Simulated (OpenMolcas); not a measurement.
Zr I: the spin-orbit constant, worked from levels

| Property | Result |
| --- | --- |
| Program | OpenMolcas |
| Basis | ANO-R1 [6s4p3d1f] |
| Scalar Hamiltonian | X2C, finite nucleus |
| Active space | 4 electrons in 6 orbitals (4d 5s) |
| State averaging | 2S+1 = 5 even, 15 roots (10 in the spin-orbit step); 2S+1 = 3 even, 90 roots (48 in the spin-orbit step); 2S+1 = 1 even, 77 roots (37 in the spin-orbit step) |
| Spin-orbit coupling | RASSI with atomic mean-field integrals over the reference wave functions, term energies averaged over their components |

Methods: CASSCF; MS-CASPT2, IPEA 0.25 Eh, imaginary shift 0.1 Eh (closed shells correlated: 4s 4p). Measured levels: NIST Handbook of Basic Atomic Spectroscopic Data.

**The spin-orbit constant.** For the Hund term ³F of d2, E(J) = (A/2) J(J+1) + constant and ζ = 2S·A = 2A. From J = 2 to J = 4 the energy changes by 7 A.

| Source | E(4) - E(2) | A | ζ |
| --- | --- | --- | --- |
| CASSCF | 1026.4 | 146.6 | 293 |
| MS-CASPT2 | 1028.6 | 146.9 | 294 |
| measured | 1240.8 | 177.3 | 355 |

All in cm-1. MS-CASPT2 is off by -17.1 % and CASSCF by -17.3 %. Both methods take the spin-orbit matrix elements from the reference wave functions, so the second can move ζ only through the term energies and any multistate remixing. Second-order mixing with other terms is absorbed into this ζ.

Term energies are means over components that CASPT2 splits; among the terms shown or strongly mixed into the levels shown the widest spread is 1900 cm-1 (4d² 5s² ³F, MS-CASPT2). Over all roots computed the reference weight is 0.86 to 0.93 in MS-CASPT2; the roots of lowest weight are the least certain, and an intruder state may touch them. Some high roots are left out of the spin-orbit mixing, which shifts the levels that they would mix with. Configurations are named by rounded mean occupations; where the s occupation lies near a half they are strongly mixed, a name can repeat and a true partner stay unpaired. Without dynamic correlation excited terms often stand tens of per cent too high (terms of higher spin than the ground term too low), and those without a measured partner can miss by more than the paired ones (holds for CASSCF). The lowest computed level is not the ground level that NIST lists (3F2) (holds for CASSCF). Measured partners are found by configuration, term and J. A level has none where our copy of the source lacks it or the pairing is in doubt (some pairs that miss far off the trend of their configuration count as doubtful), and it then counts in no deviation. Levels of configurations outside the active space are missing.
